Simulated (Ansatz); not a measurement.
Consider the ligand exchange at the Si–C bond: `[SiH3]/C=C1\C[Se]1` + `N[Si](N)(O)O` → `N[Si](N)(O)O[SiH3]` + `C=C1C[Se]1`.

Program: Ansatz. Geometries: PBE0-D4/def2-TZVP. ΔE: electronic, gas phase. CCSD(T)/CBS is the MP2 limit (def2-TZVPP, def2-QZVPP) plus CCSD(T) − MP2 in def2-TZVPP, frozen cores. For Se outer-core shells are correlated without core-valence functions, which leaves a few kJ/mol of doubt a bond. Scalar relativity is left out up to krypton. Each species was taken in one conformer, which may not be the lowest.

| species | HF/def2-TZVPP energy (Eh) |
| --- | --- |
| `[SiH3]/C=C1\C[Se]1` | -2805.86391 |
| `N[Si](N)(O)O` | -551.37986 |
| `N[Si](N)(O)O[SiH3]` | -841.53569 |
| `C=C1C[Se]1` | -2515.75272 |

Problem. Work out ΔE.

Solution. ΔE = (-841.53569) + (-2515.75272) − (-2805.86391) − (-551.37986) = -0.04464 Eh = -117.2 kJ/mol. CCSD(T)/CBS gives -95.5 kJ/mol.

Largest T1 diagnostic among the species: 0.012.

From PBE to PBE0 (25 % exact exchange), in def2-TZVPP and without D4, ΔE moves by −6.0 kJ/mol. In def2-TZVPP, CCSD(T) changes the Hartree–Fock value by +20.9 kJ/mol (the triples alone add +3.7 kJ/mol) and MP2 by +23.6 kJ/mol.
